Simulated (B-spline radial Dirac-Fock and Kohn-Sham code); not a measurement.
The H-like isoelectronic sequence (1 electrons), Z = 1 to 12

Calculated with a B-spline atomic structure program, using multi-electron Dirac-Fock with separately optimised hole states, Breit and Lamb-shift corrections added in first order. Binding energies in eV, tabulated ground configurations (1s1 throughout). Electron correlation is not included.

| ion | outermost level | NIST ionisation energy |
| --- | --- | --- |
| H | 13.61 (1s) | 13.59843 |
| He⁺ | 54.43 (1s) | 54.41777 |
| Li²⁺ | 122.5 (1s) | 122.4544 |
| Be³⁺ | ? | ? |
| B⁴⁺ | 340.2 (1s) | 340.226 |
| C⁵⁺ | 490.0 (1s) | 489.9932 |
| N⁶⁺ | 667.1 (1s) | 667.0461 |
| O⁷⁺ | 871.4 (1s) | 871.4099 |
| F⁸⁺ | 1103.1 (1s) | 1103.118 |
| Ne⁹⁺ | 1362.2 (1s) | 1362.199 |
| Mg¹¹⁺ | 1962.7 (1s) | 1962.664 |

Task: Fill in the row of Be³⁺.

Result: outermost 217.7 (1s), NIST 217.7186 eV.

NIST's values are for the lowest levels; a dash marks a value that is missing or belongs to another shell. Their kind here: theoretical.
